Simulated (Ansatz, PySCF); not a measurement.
This PySCF input computes a BLYP/def2-TZVPD energy:

```python
from pyscf import gto, scf, dft

mol = gto.M(
    atom='''
    Ga    0.00000000    0.00000000    0.00000000
    O    -0.00000000   -0.00000000   -1.69587201
    O     0.00000000    0.00000000    1.69587201
    ''',
    basis='def2-tzvpd',
    charge=0,
    spin=1,
    symmetry='D2h',
    verbose=4,
)

mf = dft.UKS(mol, xc='blyp').density_fit(auxbasis='def2-universal-jkfit')
mf.grids.level = 3
mf.conv_tol = 1e-9
mf.max_cycle = 100
mf.max_memory = 1500
mf.kernel()
if not mf.converged:
    mf = mf.newton()
    mf.kernel(mf.make_rdm1())
mf.analyze()
```

Problem. Write an input for the same energy in Ansatz (a quantum-chemistry and plane-wave program) and say what it gives.

Solution. 
Ansatz 0.2 input:
```yaml
crystal:
  periodic: [false, false, false]
  atoms:
    - {symbol: Ga, position_ang: [0.00000000, 0.00000000, 0.00000000]}
    - {symbol: O, position_ang: [-0.00000000, -0.00000000, -1.69587201]}
    - {symbol: O, position_ang: [0.00000000, 0.00000000, 1.69587201]}
basis:
  gaussian:
    orbitals: def2-TZVPD
hamiltonian:
  xc: {name: BLYP}
magnetization: {spin_polarized: true, initial_magnetization: 1}
output: {forces: true}
```
It gives -2075.36545 Eh, and PySCF -2075.36549 Eh, a difference of 0.04 mEh, from the treatment of integrals and grids.

It need not be the lowest isomer of its formula.
